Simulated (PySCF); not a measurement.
**Excitation energies in several basis sets**

C2H7BN2.
SMILES: `C=CB(N)N`

TDDFT with PBE0 (PySCF), vertical singlets, core orbitals frozen in the response, spherical d and f functions. Geometry: PBE0-D3(BJ)/def2-SVP; no solvent, vibrations or thermal averaging.

| basis | functions | diffuse | S1 (eV) | S2 (eV) | S3 (eV) | S4 (eV) | S5 (eV) | LUMO (eV) | α (au) |
| --- | --- | --- | --- | --- | --- | --- | --- | --- | --- |
| 6-31G* | 84 | no | 5.88 | 6.99 | 7.12 | 7.52 | 8.10 | 0.45 | 44.4 |
| 6-31+G* | 104 | yes | 5.63 | 5.73 | 6.23 | 6.45 | 6.63 | -0.16 | 53.9 |
| def2-SVP | 105 | no | 5.79 | 6.91 | 6.96 | 7.00 | 7.68 | 0.18 | 46.8 |
| def2-SVPD | 156 | yes | 5.73 | 6.04 | 6.64 | 6.75 | 6.83 | -0.19 | 57.5 |
| aug-cc-pVDZ | 178 | yes | 5.55 | 5.67 | 6.13 | 6.33 | 6.50 | -0.28 | 59.7 |
| def2-TZVP | 197 | no | 5.73 | 6.42 | 6.71 | 6.84 | 7.11 | -0.12 | 54.6 |
| def2-TZVPD | 248 | yes | 5.66 | 5.79 | 6.36 | 6.64 | 6.73 | -0.23 | 59.2 |

Q: Compare the sets with the largest diffuse one.

A: States are compared by their number. Against the largest diffuse basis here (def2-TZVPD, itself not a converged limit), sets without diffuse functions differ by up to 0.22 eV in S1 and 1.37 eV in S5; the smaller diffuse sets differ by up to 0.10 and 0.23 eV. State by state, the largest deviation of a set without diffuse functions is S1 0.22, S2 1.20, S3 0.75, S4 0.89, S5 1.37 eV. The same number needn't mean the same state in each row. Against def2-TZVPD the polarisability deviates by -25% in 6-31G*, -9% in 6-31+G*, -21% in def2-SVP, -3% in def2-SVPD, +1% in aug-cc-pVDZ, -8% in def2-TZVP. A single + in a Pople set puts diffuse functions on heavy atoms only.
